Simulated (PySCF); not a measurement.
Species: C2H9NO2Si2.
Atom-mapped SMILES: `[SiH3:1][NH:2][SiH:3]1[O:4][CH2:5][CH2:6][O:7]1` (hydrogens: H8, H9, H10 on Si1; H11 on N2; H12 on Si3; H13, H14 on C5; H15, H16 on C6)

All values: CAM-B3LYP/def2-SVPD (PySCF, non-relativistic), on one gas-phase PBE0-D3(BJ)/def2-SVP geometry that isn't relaxed in the solvent. The solvent is an IEF-PCM continuum (van der Waals radii × 1.2), and excitations are vertical TDDFT with non-equilibrium linear response and a frozen core. Only the electrostatic response of the medium enters.

Gas-phase singlets (H = HOMO, L = LUMO):

```tsv
state	E (eV)	λ (nm)	f	leading configurations
S1	6.813	182	0.010	H→L 71%, H-1→L 12%
S2	7.516	165	0.016	H→L+1 53%, H→L 12%
S3	7.699	161	0.033	H-1→L 28%, H→L+3 26%
S4	7.898	157	0.014	H→L+3 33%, H-1→L+1 19%
S5	7.955	156	0.018	H→L+4 52%, H→L+8 10%
```

Give the list for acetonitrile (ε = 35.69), n² = 1.81.

```csv
state,E (eV),λ (nm),f,leading configurations,change by rank (eV)
S1,6.916,179,0.011,"H→L 64%, H→L+1 20%",+0.103
S2,7.489,166,0.040,"H→L+1 51%, H→L 20%",-0.027
S3,7.653,162,0.040,"H-1→L 41%, H→L+3 30%",-0.046
S4,7.866,158,0.022,"H→L+2 28%, H→L+3 25%",-0.032
S5,8.021,155,0.016,"H→L+4 28%, H→L+8 14%",+0.066
```

The ground-state energy changes by -0.224 eV from gas to acetonitrile. By how much does the total energy of gas-phase S1 change?

E(S1) = E(S0) + excitation energy, so it changes by -0.224 + 0.103 = -0.121 eV: it is lowered less than the ground state, which is what a blue shift means. This is the vertical state, with the slow part of the continuum still set for S0.

How do the frontier levels move from gas to acetonitrile?

```json
{"orbital": "LUMO+2", "gas (eV)": "1.69", "solvent (eV)": "1.80", "change (eV)": "+0.11", "Löwdin shares, gas": "Si1 30 %, C5 10 %, H13 8 %, H8 6 %", "Löwdin shares, solvent": "Si1 29 %, O4 10 %, C5 8 %, Si3 8 %"}
{"orbital": "LUMO+1", "gas (eV)": "1.31", "solvent (eV)": "1.44", "change (eV)": "+0.13", "Löwdin shares, gas": "Si1 18 %, Si3 9 %, C5 8 %, H9 7 %", "Löwdin shares, solvent": "Si1 24 %, Si3 10 %, H8 10 %, H10 8 %"}
{"orbital": "LUMO", "gas (eV)": "0.98", "solvent (eV)": "1.12", "change (eV)": "+0.14", "Löwdin shares, gas": "Si1 28 %, Si3 17 %, H11 14 %, N2 8 %", "Löwdin shares, solvent": "Si1 28 %, Si3 18 %, H11 6 %, H10 6 %"}
{"orbital": "HOMO", "gas (eV)": "-9.12", "solvent (eV)": "-9.05", "change (eV)": "+0.07", "Löwdin shares, gas": "N2 39 %, O7 16 %, Si1 9 %, O4 7 %", "Löwdin shares, solvent": "N2 42 %, O7 13 %, Si1 10 %, H8 6 %"}
{"orbital": "HOMO-1", "gas (eV)": "-9.62", "solvent (eV)": "-9.57", "change (eV)": "+0.05", "Löwdin shares, gas": "O7 20 %, O4 18 %, N2 15 %, C6 8 %", "Löwdin shares, solvent": "O4 20 %, O7 19 %, N2 12 %, C5 10 %"}
{"orbital": "HOMO-2", "gas (eV)": "-10.04", "solvent (eV)": "-10.01", "change (eV)": "+0.03", "Löwdin shares, gas": "O4 31 %, O7 20 %, Si3 11 %, H12 10 %", "Löwdin shares, solvent": "O4 28 %, O7 21 %, Si3 12 %, H12 10 %"}
{"orbital": "HOMO-3", "gas (eV)": "-10.61", "solvent (eV)": "-10.57", "change (eV)": "+0.04", "Löwdin shares, gas": "O7 22 %, C6 19 %, C5 17 %, O4 16 %", "Löwdin shares, solvent": "C6 20 %, O7 19 %, C5 17 %, O4 17 %"}
```

The HOMO–LUMO gap goes from 10.10 to 10.17 eV. Rows go by rank; for LUMO, LUMO+1 and LUMO+2 the atom shares or the degeneracy differ between the runs, so the row needn't follow one orbital.
